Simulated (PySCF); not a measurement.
**Electron correlation in Cr²⁺ (chromium, charge +2)**

[Ar] 3d3 4s1, 4s spin antiparallel (an excited configuration). Computed with PySCF 2.14 in x2c-TZVPPall with one added diffuse shell each of s, p, d, f type (7s6p5d3f1g, 80 functions), with scalar relativity by spin-free X2C-1e. Frozen: [Ne]; 12 electrons correlated.

MP2 pair energies summed by pair of shells (mhartree):

```tsv
pair	energy	share (%)
3p-3d	-104.05	34.3
3p-3p	-102.68	33.9
3s-3p	-32.53	10.7
3d-3d	-15.93	5.3
3s-3d	-15.61	5.2
3p-4s	-13.58	4.5
3d-4s	-12.25	4.0
3s-3s	-5.57	1.8
3s-4s	-0.87	0.3
```

Total MP2 correlation energy: -303.07 mhartree.

Same-spin part -89.90 and opposite-spin part -213.17 mhartree; SCS-MP2 scales them by 1/3 and 6/5 to -285.77 mhartree.

This basis was not built for core-valence correlation, so the inner-shell part is incomplete.
